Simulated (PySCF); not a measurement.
Compound: C6H12FNSi.
Z-matrix (Å and degrees, GFN2-xTB geometry), rows numbered from 1:
```
C 
C   1  1.3220
Si  2  1.8813  1  128.65
N   3  1.7144  2   91.17  1   173.82
C   4  1.4341  3  126.68  2  -173.59
C   4  1.4475  3  114.52  2   -15.15
C   2  1.5073  1  123.15  3   179.40
C   7  1.5274  2  108.07  1    84.71
F   8  1.3759  7  110.78  2  -176.35
H   1  1.0808  2  122.68  3  -178.21
H   1  1.0768  2  121.36  3     1.60
H   3  1.4660  2  116.42  1   -73.88
H   3  1.4712  2  111.43  1    53.42
H   5  1.0871  4  108.99  3   -25.01
H   5  1.0971  4  112.02  3    95.11
H   5  1.0944  4  110.29  3  -144.52
H   6  1.0998  4  111.19  3   -89.55
H   6  1.0957  4  109.55  3   151.68
H   7  1.0942  2  112.03  1   -34.45
H   8  1.0940  7  110.63  2    65.08
H   8  1.0944  7  111.24  2   -57.79
```

Probes without a nucleus sit at each ring's centroid and 1 Å off its mean plane on both sides; NICS is minus the shielding there, NICSzz its component along the normal. Level: GIAO PBE0/pcSseg-1 (PySCF, non-relativistic, gas phase) on the GFN2-xTB geometry, one conformer.

Ring bond lengths (Å), with Mayer bond orders in brackets: C2–Si3 1.881 (0.85), Si3–N4 1.714 (0.98), N4–C6 1.447 (0.91), C6–C7 1.532 (1.01), C7–C2 1.507 (0.96).

**Question.** Give the NICS values of each ring in ppm.

**Answer.** 
| ring | type | NICS(0) | NICS(1), two faces | NICS(1)zz, two faces | rms pucker (Å) | centre to ring atoms, mean (Å) |
| --- | --- | --- | --- | --- | --- | --- |
| C2–Si3–N4–C6–C7 | 5-membered ring with N and Si; formal bonds all single | -4.0 | -2.5 / -3.0 | -1.9 / -2.2 | 0.14 | 1.36 |

**Question.** What can be read from them?

**Answer.** 
- C2–Si3–N4–C6–C7: mean NICS(1)zz -2.1 ppm, near zero. Si3, C6, C7 have four or more neighbours, and the NICS criterion for π rings isn't applied.

**Question.** At the first NICS(1) probe listed for ring C2–Si3–N4–C6–C7, 1 Å off the ring, how large is the induced field along the normal in 11.7 T applied along it?

**Answer.** NICSzz × B0 = -1.9 ppm × 11.7 T = -22 μT, against the applied field.

**Question.** List the ring angles and the Hirshfeld charges of the ring atoms.

**Answer.** 
- C2–Si3–N4–C6–C7: C2 108.2° (-0.084 e), Si3 91.2° (+0.357 e), N4 114.5° (-0.173 e), C6 107.8° (-0.028 e), C7 107.8° (-0.037 e); sum 529.5° against 540° for a flat convex ring.
